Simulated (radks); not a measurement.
Valence configurations of the cerium ion Ce+ (all share [Xe]). Method: scalar-relativistic Kohn-Sham, r2SCAN, spin-polarised, spherical densities, finite nucleus; open shells are filled with parallel spins first (spin-orbit coupling, left out, can overturn this in heavy ions); meta-GGA in the generalised Kohn-Sham scheme; Fermi nuclear charge, rms radius 4.8771 fm; computed with a radial shooting solver on a logarithmic mesh with Libxc functionals. Energies are relative to 4f1 5d2; eigenvalues in eV for spin up.

[
 {"valence": "4f1 5d2", "E (eV)": "0.000", "moment (Bohr magnetons)": "3", "e(4f)": "-9.083", "e(5d)": "-7.589", "e(6p)": "-", "e(6s)": "-"},
 {"valence": "5d3", "E (eV)": "3.534", "moment (Bohr magnetons)": "3", "e(4f)": "-", "e(5d)": "-8.931", "e(6p)": "-", "e(6s)": "-"},
 {"valence": "4f1 5d1 6p1", "E (eV)": "3.148", "moment (Bohr magnetons)": "3", "e(4f)": "-12.349", "e(5d)": "-9.667", "e(6p)": "-6.280", "e(6s)": "-"},
 {"valence": "4f0.5 5d2 6s0.5", "E (eV)": "1.442", "moment (Bohr magnetons)": "3", "e(4f)": "-12.900", "e(5d)": "-9.008", "e(6p)": "-", "e(6s)": "-8.613"},
 {"valence": "4f0.5 5d2 6p0.5", "E (eV)": "3.054", "moment (Bohr magnetons)": "3", "e(4f)": "-13.441", "e(5d)": "-9.393", "e(6p)": "-5.635", "e(6s)": "-"},
 {"valence": "4f1.5 5d1.5", "E (eV)": "-0.324", "moment (Bohr magnetons)": "3", "e(4f)": "-6.697", "e(5d)": "-6.932", "e(6p)": "-", "e(6s)": "-"},
 {"valence": "5d2 6s1", "E (eV)": "4.371", "moment (Bohr magnetons)": "3", "e(4f)": "-", "e(5d)": "-10.476", "e(6p)": "-", "e(6s)": "-9.631"},
 {"valence": "4f1 6s2", "E (eV)": "1.172", "moment (Bohr magnetons)": "1", "e(4f)": "-13.628", "e(5d)": "-", "e(6p)": "-", "e(6s)": "-9.461"},
 {"valence": "4f1 5d1.5 6p0.5", "E (eV)": "1.512", "moment (Bohr magnetons)": "3", "e(4f)": "-10.729", "e(5d)": "-8.667", "e(6p)": "-5.514", "e(6s)": "-"},
 {"valence": "4f0.5 5d1 6s1.5", "E (eV)": "2.768", "moment (Bohr magnetons)": "2", "e(4f)": "-15.366", "e(5d)": "-10.327", "e(6p)": "-", "e(6s)": "-9.646"}
]

NIST lists [Xe] 4f1 5d2 as the ground configuration; this level of theory puts 4f1.5 5d1.5 lower, by 0.324 eV. The energies are those of spherical high-spin densities, not of single terms.
